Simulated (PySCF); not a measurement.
C₂H₅FOSi₂, SMILES O=C1C[SiH2][Si@@H]1F.

Geometry: B3LYP-D3(BJ)/def2-SVP. The structure was generated by enumeration; whether it is a known compound was not checked.

Computed with SMD-B3LYP/def2-SVP in PySCF.

Solvation free energies are E(SMD) − E(gas) at the gas-phase geometry, for 1 M in both phases. In vacuum the dipole moment is 2.37 D.

### Question
Estimate the solvation free energies in water, dimethylsulfoxide, 2-propanol. (The exact figures need the calculation; the answer reports its results.)

### Answer

```tsv
solvent	ΔG(solv) (kcal/mol)	its non-electrostatic (CDS) part	dipole (D)
water	-1.5	4.7	3.29
dimethylsulfoxide	-4.2	0.0	2.90
2-propanol	-4.4	0.9	3.12
```
